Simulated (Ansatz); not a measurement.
A trace of molecular dynamics of ClH5O2Sn (9 atoms, charge 0, multiplicity 1).

All numbers below come from Ansatz, RKS BHLYP-D4/def2-SVP.

- ensemble: NVE (velocity Verlet)
- starting velocities drawn for: 300 K
- seed: 9531

```csv
time (fs),T (K),potential energy less start (eV),conserved less start (meV/atom)
0,300,0.000,0.00
4,183,0.106,0.06
8,175,0.114,0.04
12,165,0.123,0.06
16,166,0.122,0.08
20,220,0.073,0.08
24,213,0.080,0.10
28,176,0.113,0.11
32,188,0.102,0.12
36,267,0.031,0.11
40,277,0.022,0.12
44,248,0.048,0.12
48,264,0.034,0.11
52,288,0.011,0.09
56,286,0.013,0.07
60,227,0.067,0.09
64,249,0.046,0.07
68,307,-0.006,0.02
72,283,0.016,0.08
76,290,0.009,0.03
80,258,0.038,0.02
84,242,0.053,0.06
88,266,0.031,0.04
92,298,0.002,0.01
96,238,0.057,0.07
100,268,0.029,0.05
```

Problem. Can this run be trusted? Judge the integration.

Solution. The conserved energy stayed within 0.15 meV per atom of its start (net change 0.048 meV per atom), so the integration is sound. A run of 0.1 ps of so small a system gives no equilibrium averages. The orbitals stay closed-shell, which can raise the energy where a bond breaks towards radicals; this wasn't checked here. The time step was 0.5 fs.

The run took 5.2 min on 2 threads of Intel(R) Xeon(R) 6975P-C (Granite Rapids), with other jobs on the host, peak memory 0.24 GiB.
